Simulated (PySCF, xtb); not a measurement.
Ge(Cl)(SH) (ClGeHS), SMILES [SH][Ge][Cl] (connectivity only; charge and spin as stated), neutral, multiplicity 1.

xtb with GFN2-xTB at its own geometry gives an orbital gap of 3.25 eV and a dipole moment of 3.69 D.

The structure is a stationary point at PBE0-D3(BJ)/def2-TZVP. One conformer was computed; it need not be the lowest.

**Question.** What does CAM-B3LYP/def2-TZVPD (PySCF) give? (Estimate from the structure and the level; the computed values follow.)

**Answer.** gap 7.05 eV (levels -8.78 and -1.74 eV), dipole 2.54 D.
